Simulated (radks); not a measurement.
Spherical quantum dot in the effective-mass picture: electrons in a parabolic well V = omega^2 r^2 / 2 with omega = 0.45, all in effective atomic units (hartree* = m*/eps^2 hartree, bohr* = eps/m* bohr), one dielectric constant everywhere. Method: non-relativistic Kohn-Sham, r2SCAN, spin-polarised, spherical densities, generalised Kohn-Sham scheme; computed with a radial shooting solver with Libxc functionals. Levels are named by radial order and angular momentum (1s, 1p, 1d, 2s, ...), and open shells are averaged over m.

N = 6, configuration 1s2 1p(up 3, down 1). This is the lowest configuration that the search found. Occupied and some empty levels:

| level | occupation | eigenvalue (hartree*) | <r> (bohr*) |
|---|---|---|---|
| 1s up | 1 | 2.6043 | 2.227 |
| 1s down | 1 | 2.6481 | 2.164 |
| 1p up | 3 | 2.8800 | 2.716 |
| 1p down | 1 | 2.9485 | 2.725 |
| 1d up | 0 | 3.2110 | 3.089 |
| 1d down | 0 | 3.2865 | 3.119 |
| 2s up | 0 | 3.3107 | 2.716 |
| 2s down | 0 | 3.3483 | 2.733 |
| 1f up | 0 | 3.5823 | 3.402 |
| 1f down | 0 | 3.6596 | 3.453 |

Energy (hartree*): total 11.0620, kinetic 1.9854, external 4.3841, Hartree 6.3402, exchange-correlation -1.6478.

Electron density:

| r (bohr*) | n(r) (e/bohr*^3) |
|---|---|
| 0.242 | 0.04157 |
| 0.512 | 0.04345 |
| 0.782 | 0.04613 |
| 1.05 | 0.04879 |
| 1.32 | 0.05053 |
| 1.59 | 0.05054 |
| 1.86 | 0.04831 |
| 2.13 | 0.04373 |
| 2.40 | 0.03724 |
| 2.67 | 0.02969 |
| 2.94 | 0.02208 |
| 3.21 | 0.01528 |
| 3.48 | 0.009808 |
| 3.75 | 0.005831 |
| 4.02 | 0.003207 |
| 4.29 | 0.001631 |
| 4.56 | 0.0007678 |
| 4.83 | 0.0003350 |
| 5.10 | 0.0001356 |
| 5.37 | 0.00005093 |
